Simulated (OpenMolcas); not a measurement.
OpenMolcas run: Mg I

Input:

```
&GATEWAY
Coord
1

Mg 0.0 0.0 0.0
Basis=ANO-R1
Group=XYZ
NoMove
AngMom=0.0 0.0 0.0
AMFI
&SEWARD
&RASSCF
FileOrb=start.orb
Symmetry=1
Spin=3
nActEl=2 0 0
Inactive=2 3
Ras2=1 3
CIRoot=3 3 1
SDav=3
CIMx=300
Iter=120 100
PrWF=0.3
OrbListing=Nothing
MaxOrb=0
Atom
>>> COPY $Project.JobIph JOB001
&RASSCF
FileOrb=start.orb
Symmetry=1
Spin=1
nActEl=2 0 0
Inactive=2 3
Ras2=1 3
CIRoot=1 1 1
SDav=7
CIMx=300
Iter=120 100
PrWF=0.3
OrbListing=Nothing
MaxOrb=0
Atom
>>> COPY $Project.JobIph JOB002
&RASSCF
FileOrb=start.orb
Symmetry=2
Spin=3
nActEl=2 0 0
Inactive=2 3
Ras2=1 3
CIRoot=3 3 1
SDav=3
CIMx=300
Iter=120 100
PrWF=0.3
OrbListing=Nothing
MaxOrb=0
Atom
>>> COPY $Project.JobIph JOB003
&RASSI
NrOfJobIphs=2 1 3
1
1 2 3
IphNames
JOB002
JOB003
EJob
SpinOrbit
DIPRint=1.0
SOCoupling=1000.0
Subsets=2
MEES
Property=10
'ANGMOM' 1 'ANGMOM' 2 'ANGMOM' 3 'MLTPL  1' 1 'MLTPL  1' 2 'MLTPL  1' 3
'AMFI' 1 'AMFI' 2 'AMFI' 3 'MLTPL  2' 6
SOProperty=3
'ANGMOM' 1 'ANGMOM' 2 'ANGMOM' 3
```

Launched by
```bash
OMP_NUM_THREADS=1 MOLCAS_MEM=2252 MOLCAS_PROJECT=a pymolcas a.inp > a.log  # once for each step of the input, in one work folder
```

A driver script runs the steps one by one and writes start.orb anew before each from the orbitals found so far.

Output, cut to the results:

```
--- SEWARD ---
Basis set label: MG.ANO-R...4S3P1D.

      Electronic valence basis set:
      ------------------
      Associated Effective Charge  12.000000 au
      Associated Actual Charge     12.000000 au
      Nuclear Model: Finite nucleus - Gaussian distribution
        Gaussian exponent, Xi/bohr**(-2):  4.72543E+08

      Shell  nPrim  nBasis  Cartesian Spherical Contaminant
         s      16       4        X
         p       9       3        X
         d       6       1                 X
                  Relativistic X2C integrals
                  Atomic mean-field integrals
--- RASSCF ---
Wave function specifications:
      -----------------------------

      Number of closed shell electrons          10
      Number of electrons in active shells       2
      Max number of holes in RAS1 space          0
      Max nr of electrons in RAS3 space          0
      Number of inactive orbitals                5
      Number of active orbitals                  4
      Number of secondary orbitals               9
      Spin quantum number                      1.0
      State symmetry                             1
Orbital specifications:
      -----------------------

      Symmetry species                           1   2
                                                ag  au
      Frozen orbitals                            0   0
      Inactive orbitals                          2   3
      Active orbitals                            1   3
      RAS1 orbitals                              0   0
      RAS2 orbitals                              1   3
      RAS3 orbitals                              0   0
      Secondary orbitals                         6   3
      Deleted orbitals                           0   0
      Number of basis functions                  9   9
      Number of CSFs                             3
      Number of root(s) required                 3
      Iter CI   SX   CI       RASSCF       Energy    max ROT     max BLB   max BLB  Level Ln srch  Step   QN
          iter iter root      energy       change     param      element    value   shift minimum  type update
 Nr of preliminary CI iterations:   1
 ###############################################################################
 ###############################################################################
 ###                                                                         ###
 ###                                                                         ###
 ###    WARNING: Problems in orbital optimization.                           ###
 ###                                                                         ###
 ###                                                                         ###
 ###############################################################################
 ###############################################################################
  Warning: In symmetry  1, orbital p=   3 has diagonal density matrix element D(p,p) close to zero. D(p,p)=  0.000000E+00
        1   1    2    0  -199.53661844    0.00E+00  -1.41E-07    1   7 2  8.71E-07   0.50   0.00    SX    NO
        ...
 ###############################################################################
 ###############################################################################
  Warning: In symmetry  1, orbital p=   3 has diagonal density matrix element D(p,p) close to zero. D(p,p)=  0.000000E+00
        4   1    1    0  -199.53661844    2.84E-14   0.00E+00    1   7 2  2.75E-08   0.50   0.00    SX    NO
      Convergence after  4 iterations
        5   1    1    0  -199.53661844   -2.84E-14   0.00E+00    1   7 2  2.75E-08   0.50   0.00    SX    NO
      Natural orbitals and occupation numbers for root  1
      sym 1:   0.000000
      sym 2:   1.000000   1.000000  -0.000000
      Natural orbitals and occupation numbers for root  2
      sym 1:   0.000000
      sym 2:   1.000000   0.000000   1.000000
      Natural orbitals and occupation numbers for root  3
      sym 1:   0.000000
      sym 2:   0.000000   1.000000   1.000000
::    RASSCF root number  1 Total energy:   -199.53661844
::    RASSCF root number  2 Total energy:   -199.53661844
::    RASSCF root number  3 Total energy:   -199.53661844
--- RASSCF ---
Wave function specifications:
      -----------------------------

      Number of closed shell electrons          10
      Number of electrons in active shells       2
      Max number of holes in RAS1 space          0
...
--- RASSI ---
SPIN-FREE ENERGIES:
  (Shifted by EMIN (a.u.) =       -199.9470671219)

 SF State       Relative EMIN(au)   Rel lowest level(eV)    D:o, cm**(-1)      L_eff

     1             0.0000000000        0.0000000000              0.0000         0.0
     2             0.1675773141        4.5600110213          36778.9692         1.0
     3             0.1675773141        4.5600110213          36778.9692         1.0
     4             0.1675773141        4.5600110213          36778.9692         1.0
     Dipole printing threshold changed to   1.00000000E+00

++ Dipole transition strengths (spin-free states):
   -----------------------------------------------
     for osc. strength at least  1.00000000E+00

  ( Max oscillator strength is only    0.0000000000000000      )
--
Eigenvalues of complex Hamiltonian:
   -----------------------------------
  (Shifted by EMIN (a.u.) =       -199.9470671219)

 SO State       Relative EMIN(au)   Rel lowest level(eV)    D:o, cm**(-1)     J-value

     1             0.0000000000        0.0000000000              0.0000         0.0
     2             0.1672703741        4.5516587564          36711.6037         0.0
     3             0.1674238441        4.5558348888          36745.2865         0.6
     4             0.1674238441        4.5558348888          36745.2865         1.0
     5             0.1674238441        4.5558348888          36745.2865         0.6
     6             0.1677307842        4.5641871537          36812.6520         1.1
     7             0.1677307842        4.5641871537          36812.6520         1.8
     8             0.1677307842        4.5641871537          36812.6520         1.3
     9             0.1677307842        4.5641871537          36812.6520         1.8
    10             0.1677307842        4.5641871537          36812.6520         1.7
Weights of the five most important spin-orbit-free states for each spin-orbit state.

...
```

The J values that RASSI prints are effective ones from its own formula and need not be integers or half-integers; the table below assigns J from the states.

Levels above the lowest, from the spin-orbit matrix, grouped by J:

```csv
Configuration,Term,J,E (cm⁻¹),Measured (cm⁻¹),g,Term weight %
3s²,¹S,0,0.0,0.0,,100
3s 3p,³P°,0,36712,21850,,100
3s 3p,³P°,1,36745,21870,1.501,100
3s 3p,³P°,2,36813,21911,1.501,100
```

Against the 3 measured excited levels shown (NIST Handbook of Basic Atomic Spectroscopic Data) the mean absolute deviation is 15000 cm-1; the largest miss in energy is 3s 3p ³P°₂: computed 36813, measured 21911 cm⁻¹ (+68.0 %).

Without dynamic correlation excited terms often stand tens of per cent too high (terms of higher spin than the ground term too low), and those without a measured partner can miss by more than the paired ones. The ANO-R sets hold no well-fitted valence p shell for this element, so s → p excitations can come out far too high. Computed and measured levels are paired by configuration, term and J; levels that our copy of the source lacks, or whose pairing is in doubt (as where it misses far off the trend of its configuration), stay unpaired and out of the deviations. Only configurations of the active space appear. The first state left out of the spin-orbit step lies near 67000 cm-1 above the lowest spin-free state of the reference (among the parities and spins computed), and the list stops at four fifths of that energy or lower.

The RASSCF and RASSI steps took 7.6 s on 1 thread of Arm Neoverse V2, with other jobs on the host; the integral step is not counted.

The term weight is that of the spin-free term in the level, not the purity of its configuration. ° marks odd parity.
